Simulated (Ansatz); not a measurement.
One change: `N[Si]1([SiH3])CC1` becomes `O[Si]1([SiH3])CC1`.

Ansatz, PBE0-D4/def2-TZVP geometries, multiplicity 1. Each molecule was computed in one conformer, which needn't be the lowest.

```tsv
property	`N[Si]1([SiH3])CC1`
LUMO energy (B3LYP/def2-TZVPP) / eV	-0.16
HOMO energy (ωB97M-V/def2-TZVPP) / eV	-8.56
HOMO–LUMO gap (PBE0/def2-TZVPP) / eV	6.45
size of the dipole moment (PBE/def2-TZVPP) / D	1.60
HOMO–LUMO gap (B3LYP/def2-TZVPP) / eV	6.05
size of the dipole moment (ωB97M-V/def2-TZVPP) / D	1.54
```

Problem. What does the change do to each property? (An estimate is asked.)

Solution. The calculation gave: 
```json
{"property": "LUMO energy (B3LYP/def2-TZVPP) / eV", "`O[Si]1([SiH3])CC1`": "-0.17", "shift": "-0.01"}
{"property": "HOMO energy (ωB97M-V/def2-TZVPP) / eV", "`O[Si]1([SiH3])CC1`": "-8.84", "shift": "-0.28"}
{"property": "HOMO–LUMO gap (PBE0/def2-TZVPP) / eV", "`O[Si]1([SiH3])CC1`": "6.72", "shift": "0.27"}
{"property": "size of the dipole moment (PBE/def2-TZVPP) / D", "`O[Si]1([SiH3])CC1`": "1.30", "shift": "-0.30"}
{"property": "HOMO–LUMO gap (B3LYP/def2-TZVPP) / eV", "`O[Si]1([SiH3])CC1`": "6.29", "shift": "0.24"}
{"property": "size of the dipole moment (ωB97M-V/def2-TZVPP) / D", "`O[Si]1([SiH3])CC1`": "1.14", "shift": "-0.40"}
```

Dipoles are sizes alone; their direction can turn.

Positive LUMOs are unbound, so they and the gaps depend on the basis.

B3LYP here is the variant with VWN-RPA as its local correlation; programs differ in this.
